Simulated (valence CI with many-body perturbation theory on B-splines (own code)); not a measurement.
# Au65+: calculated level list

Method: configuration interaction combined with many-body perturbation theory (CI+MBPT): four valence electrons over a frozen Dirac-Fock core [Ne], a basis of 11 s, 11 p, 10 d, 8 f, 5 g, 2 h functions for each j, with the one-electron correlation potential Σ1, the two-electron term Σ2, the three-electron term Σ3, Breit, model QED; selected CI, second order for the rest, scaled by the run's own slope (own B-spline code, finite nucleus).

The last digits are not significant, and no measured levels were compared; by estimate large intervals hold to a few tenths of a per cent, small ones and those within an open d or f shell to about a per cent. Among the levels kept, up to 590 cm⁻¹ of a level comes from second order outside the variational space, and about a tenth of that is noise between levels of different J, which matters for small intervals.

Levels 46 to 90 of 167, with energies above the lowest level, (3s^2 3p1/2^2) J=0. "Leading %" is the weight of the configuration and term that name the level; weights of strongly mixed levels are sums over their largest components and can fall short. In the jj column 3d3/2^4 stands for four electrons in 3d with j = 3/2.

```csv
No.,Configuration,Term,J,E (eV),Leading %,g,Second component,Leading jj
46,3s3p²3d,⁵D,4,1476.6,46,1.379,36 % 3s3p²3d ⁵F,3s 3p1/2 3p3/2 3d5/2 (99 %)
47,3s3p²3d,³P,2,1499.6,32,1.325,16 % 3s3p²3d ⁵D,3s 3p1/2 3p3/2 3d5/2 (95 %)
48,3s3p²3d,³G,5,1501.5,61,1.262,39 % 3s3p²3d ⁵F,3s 3p1/2 3p3/2 3d5/2 (100 %)
49,3s²3d²,³F,2,1505.1,47,0.865,17 % 3s²3d² ¹D,3s^2 3d3/2^2 (65 %)
50,3s3p²3d,³F,3,1510.0,42,1.280,25 % 3s3p²3d ⁵P,3s 3p1/2 3p3/2 3d5/2 (96 %)
51,3s3p²3d,³D,3,1521.4,62,1.289,10 % 3s3p²3d ⁵D,3s 3p1/2 3p3/2 3d5/2 (96 %)
52,3s3p²3d,³P,1,1522.3,38,1.163,27 % 3s3p²3d ³D,3s 3p1/2 3p3/2 3d5/2 (94 %)
53,3s3p²3d,³F,4,1525.3,41,1.169,34 % 3s3p²3d ¹G,3s 3p1/2 3p3/2 3d5/2 (94 %)
54,3s3p²3d,¹D,2,1529.9,35,1.102,13 % 3s3p²3d ³F,3s 3p1/2 3p3/2 3d5/2 (87 %)
55,3s²3d²,³P,0,1532.9,47,,24 % 3s3p²3d ³P,3s^2 3d3/2^2 (71 %)
56,3s3p²3d,³D,3,1537.6,36,1.190,22 % 3s3p²3d ³F,3s 3p1/2 3p3/2 3d5/2 (91 %)
57,3s3p²3d,³F,4,1540.9,48,1.145,30 % 3s3p²3d ³G,3s 3p1/2 3p3/2 3d5/2 (89 %)
58,3s3p²3d,³D,1,1543.6,38,0.934,24 % 3s3p²3d ¹P,3s 3p1/2 3p3/2 3d5/2 (91 %)
59,3s3p²3d,³P,1,1556.8,28,1.325,27 % 3s3p²3d ³S,3s 3p1/2 3p3/2 3d5/2 (91 %)
60,3s3p²3d,¹F,3,1558.3,38,1.086,30 % 3s3p²3d ³F,3s 3p1/2 3p3/2 3d5/2 (86 %)
61,3s3p²3d,³D,2,1559.1,19,1.169,16 % 3s3p²3d ¹D,3s 3p1/2 3p3/2 3d5/2 (80 %)
62,3s3p²3d,³P,0,1560.6,46,,42 % 3s3p²3d ¹S,3s 3p1/2 3p3/2 3d5/2 (85 %)
63,3s3p²3d,³D,2,1568.0,33,1.168,27 % 3s3p²3d ³P,3s 3p1/2 3p3/2 3d5/2 (96 %)
64,3p³3d,³D°,2,1598.4,16,0.912,14 % 3p³3d ³F°,3p1/2^2 3p3/2 3d3/2 (64 %)
65,3s²3d²,³F,3,1604.1,77,1.076,8 % 3s3p²3d ³F,3s^2 3d3/2 3d5/2 (77 %)
66,3p³3d,³P°,0,1612.9,52,,20 % 3p³3d ⁵D°,3p1/2^2 3p3/2 3d3/2 (81 %)
67,3s²3d²,¹G,4,1615.2,62,1.066,24 % 3s²3d² ³F,3s^2 3d3/2 3d5/2 (86 %)
68,3s²3d²,³P,2,1615.8,40,1.170,22 % 3s²3d² ¹D,3s^2 3d3/2 3d5/2 (78 %)
69,3p³3d,³F°,3,1619.1,23,1.052,19 % 3p³3d ³G°,3p1/2^2 3p3/2 3d3/2 (83 %)
70,3p³3d,³D°,1,1619.4,32,1.067,25 % 3p³3d ³P°,3p1/2^2 3p3/2 3d3/2 (89 %)
71,3s²3d²,³P,1,1620.5,82,1.476,6 % 3s3p²3d ³P,3s^2 3d3/2 3d5/2 (82 %)
72,3s3p3d²,⁵G°,2,1624.7,46,0.615,21 % 3s3p3d² ³F°,3s 3p1/2 3d3/2^2 (74 %)
73,3s3p3d²,⁵G°,3,1641.9,24,0.993,21 % 3s3p3d² ³F°,3s 3p1/2 3d3/2^2 (84 %)
74,3s3p³,³P°,2,1664.4,50,1.446,18 % 3s3p³ ⁵S°,3s 3p3/2^3 (98 %)
75,3s3p3d²,⁵D°,0,1672.6,46,,36 % 3s3p3d² ³P°,3s 3p1/2 3d3/2^2 (80 %)
76,3s3p3d²,³D°,1,1675.7,40,0.502,36 % 3s3p3d² ⁵F°,3s 3p1/2 3d3/2^2 (95 %)
77,3s3p3d²,³P°,1,1682.8,30,1.368,23 % 3s3p3d² ⁵D°,3s 3p1/2 3d3/2^2 (92 %)
78,3s3p3d²,³D°,2,1684.5,27,1.136,20 % 3s3p3d² ⁵F°,3s 3p1/2 3d3/2^2 (87 %)
79,3s3p³,¹P°,1,1702.1,36,1.179,24 % 3s3p³ ³D°,3s 3p3/2^3 (98 %)
80,3s²3d²,³F,4,1708.1,69,1.172,27 % 3s²3d² ¹G,3s^2 3d5/2^2 (95 %)
81,3s²3d²,¹D,2,1718.9,46,1.202,44 % 3s²3d² ³P,3s^2 3d5/2^2 (96 %)
82,3p³3d,³F°,4,1723.5,42,1.224,21 % 3p³3d ⁵D°,3p1/2^2 3p3/2 3d5/2 (86 %)
83,3p³3d,³D°,2,1730.3,22,1.225,16 % 3p³3d ³P°,3p1/2^2 3p3/2 3d5/2 (71 %)
84,3s3p3d²,⁵G°,3,1734.0,22,1.121,16 % 3s3p3d² ⁵F°,3s 3p1/2 3d3/2 3d5/2 (78 %)
85,3s3p3d²,⁵D°,1,1746.1,32,1.706,30 % 3s3p3d² ⁵P°,3s 3p1/2 3d3/2 3d5/2 (89 %)
86,3s3p3d²,⁵G°,4,1747.3,40,1.120,18 % 3s3p3d² ³G°,3s 3p1/2 3d3/2 3d5/2 (96 %)
87,3s²3d²,¹S,0,1748.3,65,,30 % 3s²3d² ³P,3s^2 3d5/2^2 (95 %)
88,3s3p3d²,⁵D°,2,1748.4,23,1.232,9 % 3s3p3d² ⁵P°,3s 3p1/2 3d3/2 3d5/2 (79 %)
89,3p³3d,³D°,3,1752.7,19,1.179,11 % 3p³3d ¹F°,3p1/2^2 3p3/2 3d5/2 (60 %)
90,3p³3d,³P°,1,1765.3,20,1.221,19 % 3p³3d ¹P°,3p1/2^2 3p3/2 3d5/2 (72 %)
```
